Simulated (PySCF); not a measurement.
Values are calculated unless marked as measured or tabulated.
## Si4H9O3

Si4H9O3 is a small molecule (built as: Si site whose three back bonds go to OSiH3, OSiH3, OSiH3), neutral, doublet. The structure, one conformer, was relaxed in the gas phase by PBE0-D3(BJ)/def2-SVP. No frequency run checks that it is a minimum.

SMILES: [SiH3]O[Si](O[SiH3])O[SiH3]

| atom | x (Å) | y (Å) | z (Å) |
| --- | --- | --- | --- |
| Si1 | 0.065 | 1.111 | 1.348 |
| O2 | 1.454 | 0.223 | 1.269 |
| Si3 | 2.235 | -1.063 | 0.562 |
| O4 | -1.220 | 0.093 | 1.538 |
| Si5 | -2.161 | -1.081 | 0.830 |
| O6 | -0.118 | 1.960 | -0.056 |
| Si7 | -0.092 | 1.870 | -1.717 |
| H8 | 3.702 | -0.893 | 0.750 |
| H9 | 1.791 | -2.343 | 1.189 |
| H10 | 1.918 | -1.104 | -0.900 |
| H11 | -1.297 | -2.013 | 0.039 |
| H12 | -3.162 | -0.456 | -0.084 |
| H13 | -2.863 | -1.840 | 1.901 |
| H14 | 1.317 | 1.851 | -2.211 |
| H15 | -0.802 | 3.056 | -2.269 |
| H16 | -0.779 | 0.620 | -2.167 |

EPR values by unrestricted B3LYP, IGLO-III on O Si, pcH-1 on H.

**Question.** Predict g and the largest hyperfine couplings. Where does the spin sit?

**Answer.** g = 2.0006, 2.0007, 2.0020. The spin sits on Si1 (87 %, bonded to 3 O) by Mulliken populations.
```csv
atom,isotope,isotropic (MHz),"dipolar, principal values (MHz)"
Si1,29Si,-1351.1,"-116.1, 58.0, 58.0"
O4,17O,-113.1,"-14.7, 6.9, 7.8"
O6,17O,-112.7,"-14.7, 6.9, 7.8"
O2,17O,-112.6,"-14.7, 6.9, 7.8"
Si5,29Si,-23.9,"-7.1, 3.5, 3.6"
Si3,29Si,-23.8,"-7.0, 3.5, 3.6"
```

**Question.** How do the isotropic couplings move with BHandHLYP?

**Answer.** Si1 -1351.1 to -1365.3 MHz, O4 -113.1 to -110.0 MHz, O6 -112.7 to -109.6 MHz, O2 -112.6 to -109.6 MHz.
